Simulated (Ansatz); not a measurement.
Ga(AsH2)(F)2 (AsF₂GaH₂), SMILES [F][Ga]([AsH2])[F].

Coordinates come from a PBE0-D3(BJ)/def2-SVP optimisation.

Two levels are set side by side: PBE/def2-SVPD (Ansatz, a quantum-chemistry and plane-wave program) and CAM-B3LYP/def2-SVPD (Ansatz). Energy differences of separate SCF runs at the same geometry; the states with an electron removed or added have multiplicity 2 and 2. Differences are taken from unrounded values.

```
quantity                           CAM-B3LYP
---------------------------------  ---------
vertical ionisation energy (eV)        10.90
vertical singlet–triplet gap (eV)       4.98
```

Task: What does PBE give, and how far is it from CAM-B3LYP? (An estimate is asked for; the answer gives what the named calculation found.)

Result: 
| quantity | PBE | PBE minus CAM-B3LYP |
|---|---|---|
| vertical ionisation energy (eV) | 10.55 | -0.35 |
| vertical singlet–triplet gap (eV) | 4.68 | -0.30 |
